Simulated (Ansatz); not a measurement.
Cost and result for the atomization energy of `BOCO` (9 atoms, 8 bonds).

| atom | x (Å) | y (Å) | z (Å) |
| --- | --- | --- | --- |
| B1 | -0.237 | 1.543 | 0.211 |
| O2 | -0.620 | 0.261 | 0.342 |
| C3 | 0.289 | -0.806 | 0.143 |
| O4 | 0.072 | -1.421 | -1.076 |
| H5 | 0.911 | 1.805 | -0.029 |
| H6 | -1.078 | 2.379 | 0.358 |
| H7 | 0.143 | -1.493 | 0.984 |
| H8 | 1.314 | -0.430 | 0.129 |
| H9 | -0.794 | -1.839 | -1.062 |

Total charge 0; spin multiplicity 1. The structure was optimised at the PBE0-D4/def2-TZVP level. It is one conformer, not always the lowest. Program: Ansatz. All runs use 2 threads of an Intel Xeon Platinum 8375C on a shared host. Times are those of one run each, without the atoms' runs, and a repeat can differ threefold. Electronic energies, without spin–orbit coupling; frozen cores. CCSD(T)/CBS adds CCSD(T) − MP2 in def2-TZVPP to the MP2 limit, and its time is that of the two runs behind it. T1 = 0.013. B3LYP takes the VWN-RPA correlation (the form of Gaussian; ORCA's B3LYP/G).

CCSD(T)/CBS is a level of theory with its own doubt, some kJ/mol a heavy atom from the limit and from the frozen cores, so smaller differences don't rank the functionals.

```
                            level  functions  atomization (kcal/mol)  difference from CCSD(T)/CBS  per bond
               PBE0-D4/def2-TZVPP        194                   822.7                         -0.4       0.0
            r2SCANh-D4/def2-TZVPP        194                   819.8                         -3.3      -0.4
  PBE-D4/def2-TZVPP (with forces)        194                   841.8                         18.7       2.3
                   MP2/def2-QZVPP        378                   832.7                          9.6       1.2
               CCSD(T)/def2-TZVPP        194                   802.7                        -20.4      -2.6
          CAM-B3LYP-D4/def2-TZVPP        194                   830.3                          7.2       0.9
B3LYP-D4/def2-TZVPP (with forces)        194                   824.3                          1.2       0.2
                CCSD(T)/CBS(def2)          –                   823.1                          0.0       0.0
              BHLYP-D4/def2-TZVPP        194                   795.9                        -27.2      -3.4
                B97M-V/def2-TZVPP        194                   822.4                         -0.7      -0.1
             revPBE-D4/def2-TZVPP        194                   818.3                         -4.8      -0.6
              PBE-QIDH/def2-TZVPP        194                   816.5                         -6.6      -0.8
                 CCSD(T)/def2-SVP         81                   783.5                        -39.6      -5.0
```

(1) Order the runs by time, with rough figures. (Best estimate.)

## Answers

(1) Computed: revPBE-D4/def2-TZVPP 2.3 s; PBE-D4/def2-TZVPP (with forces) 2.4 s; BHLYP-D4/def2-TZVPP 2.8 s; PBE0-D4/def2-TZVPP 3.1 s; CAM-B3LYP-D4/def2-TZVPP 3.5 s; CCSD(T)/def2-SVP 3.6 s; B3LYP-D4/def2-TZVPP (with forces) 3.7 s; r2SCANh-D4/def2-TZVPP 3.9 s; PBE-QIDH/def2-TZVPP 6 s; B97M-V/def2-TZVPP 8.5 s; MP2/def2-QZVPP 20 s; CCSD(T)/def2-TZVPP 61 s; CCSD(T)/CBS(def2) 81 s.

From BLYP to BHLYP (50 % exact exchange), in def2-TZVPP and without D4, the atomization energy moves by −26.8 kcal/mol: exact exchange takes away binding that semilocal exchange gives to molecules. In def2-TZVPP, CCSD(T) changes the Hartree–Fock value by +206.0 kcal/mol (the triples alone add +12.0 kcal/mol) and MP2 by +223.9 kcal/mol; breaking electron pairs costs correlation energy, which Hartree–Fock lacks. The D4 term adds +4.2 kcal/mol with B3LYP and +2.2 kcal/mol with PBE0; it sums over pairs of atoms, weighted by their polarisabilities, and B3LYP, whose exchange is more repulsive, gets the larger term.
